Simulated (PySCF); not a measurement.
Species: BH8NSiSn.
Numbering: `[BH2:1][N:2]([SiH3:3])[SnH3:4]` (hydrogens: H5, H6 on B1; H7, H8, H9 on Si3; H10, H11, H12 on Sn4)

Computed, not measured: PBE0-D3(BJ)/def2-SVP geometry optimisation, gas phase, def2 core potentials past Kr in PySCF 2.14.0.

Problem. List the bond lengths and angles at this level.

Solution. 
| bond | length (Å) |
| --- | --- |
| B1–N2 | 1.406 |
| N2–Si3 | 1.760 |
| N2–Sn4 | 2.085 |
| B1–H5, B1–H6 | 1.215 |
| Si3–H7, Si3–H8, Si3–H9 | 1.494 |
| Sn4–H10, Sn4–H12 | 1.708 |
| Sn4–H11 | 1.714 |

Bonds in one row agree within 0.01 Å and their mean is given. A selection of angles:
| angle | degrees |
| --- | --- |
| N2–B1–H5 | 119.4 |
| N2–B1–H6 | 120.9 |
| H5–B1–H6 | 119.6 |
| B1–N2–Si3 | 121.4 |
| B1–N2–Sn4 | 119.3 |
| Si3–N2–Sn4 | 119.3 |
| N2–Si3–H7 | 108.7 |
| N2–Si3–H9 | 110.9 |
| H7–Si3–H8 | 110.0 |
| H7–Si3–H9 | 107.2 |
| N2–Sn4–H10 | 106.1 |
| N2–Sn4–H11 | 106.9 |
| H10–Sn4–H11 | 112.8 |
| H11–Sn4–H12 | 110.6 |

Sn4 (tin bonded to N and 3 H) is distorted tetrahedral (angles from 106.1° to 113.0°). N2 (silicon-bound nitrogen) is planar (angles 121.4°, 119.3° and 119.3°, sum 360.0°, 0.02 Å off the plane of its three neighbours). Si3 (SiH3 silicon) is tetrahedral (angles from 107.2° to 110.9°). The 4 heavy atoms lie in one plane (0.007 Å rms). B1 (three-coordinate boron) is planar (angles 120.9°, 119.6° and 119.4°, sum 360.0°, 0.00 Å off the plane of its three neighbours).

PBE0-D3(BJ)/def2-SVP frequencies: not computed here.
